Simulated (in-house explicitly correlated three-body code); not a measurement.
Computed with an exponentially correlated three-body code. Model: two electrons around a point charge, non-relativistic, variational in 260 exponentially correlated functions (energies converged to about 1e-7 hartree, or 1e-8 relative for large Z).

For two electrons in a singlet the Kohn-Sham orbital is the square root of half the density, so the exact Kohn-Sham potential and energy parts follow from the density alone, and exchange is minus half the Hartree energy. The Kohn-Sham level equals minus the binding energy of the second electron.

Command:
```bash
python run_hyl.py task.json out
```
Settings (lengths in bohr, energies in hartree):
```
Z                      2.78
interaction_strength   1
functions              260
states_tried           13
```

Time taken, with all properties: 32 s on 1 thread of Intel(R) Xeon(R) Platinum 8488C (Sapphire Rapids) (shared host).

**Those bound S and P states to n = 4 that converged, binding against the one-electron ion.**

Given: nuclear charge 2.78.

Computed: one-electron threshold -3.8642 hartree.

```json
{"term": "1 1S", "energy (hartree)": "-6.14561371", "binding (eV)": "62.08", "quantum defect": "0.1667"}
{"term": "2 3S", "energy (hartree)": "-4.35754074", "binding (eV)": "13.424", "quantum defect": "0.20803"}
{"term": "2 1S", "energy (hartree)": "-4.29686144", "binding (eV)": "11.773", "quantum defect": "0.086489"}
{"term": "2 3P", "energy (hartree)": "-4.28331016", "binding (eV)": "11.405", "quantum defect": "0.0558"}
{"term": "2 1P", "energy (hartree)": "-4.25505619", "binding (eV)": "10.636", "quantum defect": "-0.013244"}
{"term": "3 3S", "energy (hartree)": "-4.06634467", "binding (eV)": "5.5006", "quantum defect": "0.20054"}
{"term": "3 1S", "energy (hartree)": "?", "binding (eV)": "?", "quantum defect": "?"}
{"term": "3 3P", "energy (hartree)": "-4.04711574", "binding (eV)": "4.9774", "quantum defect": "0.057073"}
{"term": "3 1P", "energy (hartree)": "-4.03861355", "binding (eV)": "4.746", "quantum defect": "-0.013803"}
{"term": "4 3S", "energy (hartree)": "-3.97381075", "binding (eV)": "2.9827", "quantum defect": "0.19829"}
{"term": "4 1S", "energy (hartree)": "-3.96745786", "binding (eV)": "2.8098", "quantum defect": "0.083091"}
{"term": "4 3P", "energy (hartree)": "?", "binding (eV)": "?", "quantum defect": "?"}
{"term": "4 1P", "energy (hartree)": "-3.96253048", "binding (eV)": "2.6757", "quantum defect": "-0.013848"}
```

Q: What belongs in the row 3 1S?

A: energy (hartree): -4.05048476; binding (eV): 5.0691; quantum defect: 0.083806.

Q: What belongs in the row 4 3P?

A: energy (hartree): -3.96611557; binding (eV): 2.7733; quantum defect: 0.057382.

**Exact Kohn-Sham parts of the ground state from its density.**

Computed: total energy -6.14561371 hartree; Hartree energy 3.0267 hartree; DFT correlation energy -0.043281 hartree; kinetic part of the DFT correlation energy 0.039313 hartree; potential part of the DFT correlation energy -0.082594 hartree; exact minus restricted Hartree-Fock -0.04326 hartree; Kohn-Sham level -62.08 eV; restricted Hartree-Fock level -62.427 eV; dipole polarisability 0.27468 bohr³; C6 of two such species 0.13288 hartree·bohr⁶.

Q: What is the exchange energy?

A: -1.5134 hartree.

Q: What is the Kohn-Sham kinetic?

A: 6.1063 hartree.

**Functionals on the exact density and self-consistent, errors are functional minus exact, hybrids only self-consistent, a dash where a self-consistent run leaves the top level unbound.**

```csv
result,exchange error (millihartree),correlation error (millihartree),functional driven error (millihartree),density driven error (millihartree),self consistent total error (millihartree),top level plus exact binding (eV)
OLYP,2.8591,-3.7329,-0.87387,-1.4363,-2.3102,13.647
revTPSS,-3.7507,-4.7839,-8.5346,-0.17769,-8.7123,12.645
PW91,17.884,-6.4415,11.442,-1.1392,10.303,13.657
RPBE,-3.3478,-1.0001,-4.348,-1.1948,-5.5427,13.703
M06-L,-17.362,-0.90724,-18.269,-2.285,-20.554,12.347
PBE,?,?,?,?,?,?
HSE06,-,-,-,-,13.485,10.509
r2SCAN,-4.6826,3.3468,-1.3359,-0.28797,-1.6238,12.482
TPSS,-4.3064,-1.9821,-6.2886,-0.2885,-6.5771,12.888
BLYP,4.6813,-3.7329,0.94833,-1.4621,-0.51378,13.553
LDA PW92,211.21,-87.127,124.08,-2.0032,122.08,14.51
SCAN,-4.6826,3.3468,-1.3359,-0.28797,-1.6238,12.482
LDA VWN5,?,?,?,?,?,?
B3LYP VWN-RPA,-,-,-,-,-7.6618,10.484
PBE0,-,-,-,-,15.406,10.107
AM05,162.41,-70.356,92.058,-1.3447,90.713,14.514
r2SCAN0,-,-,-,-,-0.28903,9.1395
wB97X,-,-,-,-,-4.6418,7.7527
BP86,4.6813,-1.562,3.1192,-0.71491,2.4043,13.686
PBEsol,88.901,-12.641,76.26,-1.1395,75.12,14.329
```

Q: What belongs in the row PBE?

A: exchange error (millihartree): 22.486; correlation error (millihartree): -1.0001; functional driven error (millihartree): 21.486; density driven error (millihartree): -1.1003; self consistent total error (millihartree): 20.386; top level plus exact binding (eV): 13.828.

Q: What belongs in the row LDA VWN5?

A: exchange error (millihartree): 211.21; correlation error (millihartree): -87.734; functional driven error (millihartree): 123.47; density driven error (millihartree): -1.9917; self consistent total error (millihartree): 121.48; top level plus exact binding (eV): 14.501.

**Density and exact potentials over r, pair density (one pair, times 4 pi r12^2) and exact minus Kohn-Sham pair density over r12.**

| radius (bohr) | radial density (electrons/bohr) | exchange potential (hartree) | intracule density (1/bohr) | Coulomb hole against Kohn-Sham (1/bohr) | correlation potential (hartree) |
| --- | --- | --- | --- | --- | --- |
| 0.0774 | 0.52609 | -2.4135 | 0.031493 | -0.01224 | -0.042 |
| 0.0902 | 0.66626 | -2.3964 | 0.042841 | -0.01601 | -0.038 |
| 0.105 | 0.83298 | -2.3747 | 0.058053 | -0.02073 | -0.034 |
| 0.122 | 1.0255 | -2.3474 | 0.078184 | -0.02648 | -0.029 |
| 0.143 | 1.258 | -2.3109 | 0.10673 | -0.03383 | -0.022 |
| 0.166 | 1.4984 | -2.2682 | 0.14224 | -0.0419 | -0.016 |
| 0.194 | 1.7626 | -2.2132 | 0.19066 | -0.05127 | -0.008 |
| 0.226 | ? | ? | ? | ? | ? |
| 0.263 | 2.2517 | -2.0704 | 0.32715 | -0.0696 | 0.008 |
| 0.307 | 2.4406 | -1.9779 | 0.42054 | -0.07628 | 0.015 |
| 0.357 | 2.5518 | -1.8745 | 0.52605 | -0.0786 | 0.021 |
| 0.417 | 2.5665 | -1.755 | 0.64434 | -0.07444 | 0.024 |
| 0.485 | ? | ? | ? | ? | ? |
| 0.566 | 2.2522 | -1.4895 | 0.85966 | -0.04183 | 0.025 |
| 0.659 | 1.9404 | -1.3483 | 0.92329 | -0.01567 | 0.022 |
| 0.768 | 1.5613 | -1.2055 | 0.93185 | 0.01156 | 0.017 |
| 0.895 | 1.1623 | -1.0661 | 0.87198 | 0.03312 | 0.013 |
| 1.04 | 0.79732 | -0.93622 | 0.74825 | 0.0434 | 0.008 |
| 1.22 | 0.47839 | -0.80893 | 0.56754 | 0.04088 | 0.005 |
| 1.42 | 0.26036 | -0.70001 | 0.3836 | 0.02935 | 0.003 |
| 1.65 | 0.1244 | -0.6046 | 0.22509 | 0.01583 | 0.002 |
| 1.92 | 0.05026 | -0.5204 | 0.11062 | 0.005605 | 0.001 |

Q: What belongs in the row 0.226?

A: radial density (electrons/bohr): 2.0192; exchange potential (hartree): -2.1478; intracule density (1/bohr): 0.25157; Coulomb hole against Kohn-Sham (1/bohr): -0.06081; correlation potential (hartree): 0.

Q: What belongs in the row 0.485?

A: radial density (electrons/bohr): 2.4685; exchange potential (hartree): -1.6279; intracule density (1/bohr): 0.75885; Coulomb hole against Kohn-Sham (1/bohr): -0.06241; correlation potential (hartree): 0.026.

The density-driven part is never positive, since each functional's own density lowers its energy. Here it is small beside the functional-driven part (median ratio 0.1), the normal case. The correlation energy of density-functional theory lies 0.021 millihartree below exact minus Hartree-Fock, because the Hartree-Fock density, unlike the exact one, minimises the Hartree-Fock energy.
